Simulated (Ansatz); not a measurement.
Species: Fe, charge 1, quartet.

Property: sextet-quartet gap (Fe+ (sextet) against Fe+ (quartet), E(sextet) - E(quartet)), in eV. Open shells are spin-unrestricted; no spin-orbit coupling. The -DK rows use spin-free X2C, correlate 3s3p of the metal (1s2s2p frozen) and give its partners the cc-pVXZ-DK valence sets. CBS(X,Y): correlation extrapolated as X^-3, Hartree-Fock from the larger set. A bracket is a step between two methods taken in the basis named. Functionals run without relativity, which enters their misses. Double hybrids freeze cores in their MP2 part. Open-shell metal atoms are single determinants of the lowest configuration found, not pure terms.

```json
[
 {"level": "HF/cc-pwCVQZ-DK", "program": "Ansatz", "sextet-quartet gap (eV)": "-1.91"},
 {"level": "PBE/def2-TZVPD", "program": "Ansatz", "sextet-quartet gap (eV)": "0.26"},
 {"level": "B3LYP/def2-TZVPD", "program": "Ansatz", "sextet-quartet gap (eV)": "0.20"},
 {"level": "PBE0/def2-TZVPD", "program": "Ansatz", "sextet-quartet gap (eV)": "-0.02"},
 {"level": "CAM-B3LYP/def2-TZVPD", "program": "Ansatz", "sextet-quartet gap (eV)": "0.23"},
 {"level": "wB97X-V/def2-TZVPD", "program": "Ansatz", "sextet-quartet gap (eV)": "0.43"},
 {"level": "B2GP-PLYP/def2-TZVPD", "program": "Ansatz", "sextet-quartet gap (eV)": "-0.03"},
 {"level": "MP2/cc-pwCVQZ-DK", "program": "Ansatz", "sextet-quartet gap (eV)": "0.11"},
 {"level": "MP2/CBS(cc-pwCVTZ-DK,cc-pwCVQZ-DK)", "program": "Ansatz", "sextet-quartet gap (eV)": "0.19"},
 {"level": "CCSD/cc-pwCVTZ-DK", "program": "Ansatz", "sextet-quartet gap (eV)": "-0.58"},
 {"level": "CCSD/CBS(cc-pwCVTZ-DK,cc-pwCVQZ-DK)", "program": "Ansatz", "sextet-quartet gap (eV)": "-0.42"},
 {"level": "CCSDT(Q)/cc-pwCVTZ-DK", "program": "Ansatz", "sextet-quartet gap (eV)": "___"},
 {"level": "CCSD(T)/CBS(cc-pwCVTZ-DK,cc-pwCVQZ-DK) + [CCSDT(Q) - CCSD(T)]/cc-pwCVTZ-DK", "program": "Ansatz", "sextet-quartet gap (eV)": "___"}
]
```

**Question.** Complete the blanks.

**Answer.** 
- CCSDT(Q)/cc-pwCVTZ-DK, sextet-quartet gap (eV): -0.49
- CCSD(T)/CBS(cc-pwCVTZ-DK,cc-pwCVQZ-DK) + [CCSDT(Q) - CCSD(T)]/cc-pwCVTZ-DK, sextet-quartet gap (eV): -0.30

Ansatz is a quantum-chemistry and plane-wave program.
